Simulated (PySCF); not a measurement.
SiFCl₃, SMILES F[Si](Cl)(Cl)Cl. Atoms are numbered in the order given.

```xyz
5

F      0.0000     0.0000     1.8522
Si     0.0000     0.0000     0.2454
Cl     1.6756     0.9674    -0.3942
Cl    -1.6756     0.9674    -0.3942
Cl     0.0000    -1.9348    -0.3942
```

The structure is a stationary point at B3LYP-D3(BJ)/def2-SVP.

Level of theory: TDDFT-CAM-B3LYP/def2-SVPD (PySCF).

Vertical excitations; the highest root listed may be one member of a degenerate set. Isolated molecule, no solvent. State labels are in the subgroup Cs.

### Question
Estimate the UV-visible absorptions. (An estimate is asked for; the answer gives what the named calculation found.)

### Answer

| state | symmetry | energy (eV) | λ (nm) | f | main pairs |
|---|---|---|---|---|---|
| S1 | A" | 7.55 | 164 | 0.000 | HOMO→LUMO 89 % |
| S2 | A" | 7.87 | 158 | 0.029 | HOMO−2→LUMO (degenerate set) |
| S3 | A' | 7.87 | 158 | 0.029 | HOMO−1→LUMO (degenerate set) |
| S4 | A' | 8.47 | 146 | 0.064 | HOMO−4→LUMO (degenerate set) |
| S5 | A" | 8.47 | 146 | 0.064 | HOMO−3→LUMO (degenerate set) |
| S6 | A' | 8.67 | 143 | 0.048 | HOMO−5→LUMO 80 % |
| S7 | A" | 8.85 | 140 | 0.000 | HOMO→LUMO+1 70 %, HOMO→LUMO+4 19 % |
| S8 | A" | 9.20 | 135 | 0.000 | HOMO−2→LUMO+1, HOMO→LUMO+3, HOMO−2→LUMO+4 (degenerate set) |
| S9 | A' | 9.20 | 135 | 0.000 | HOMO−1→LUMO+1, HOMO→LUMO+2, HOMO−1→LUMO+4 (degenerate set) |
| S10 | A" | 9.44 | 131 | 0.000 | HOMO→LUMO+4 65 %, HOMO→LUMO+1 18 % |
| T1 | A" | 7.08 | 175 | 0 | HOMO→LUMO 83 % |
| T2 | A" | 7.34 | 169 | 0 | HOMO−2→LUMO (degenerate set) |
| T3 | A' | 7.34 | 169 | 0 | HOMO−1→LUMO (degenerate set) |
| T4 | A' | 7.88 | 157 | 0 | HOMO−4→LUMO 74 % |
Triplets are in the Tamm–Dancoff approximation, which puts them higher than full response would, so one can lie above its singlet here.
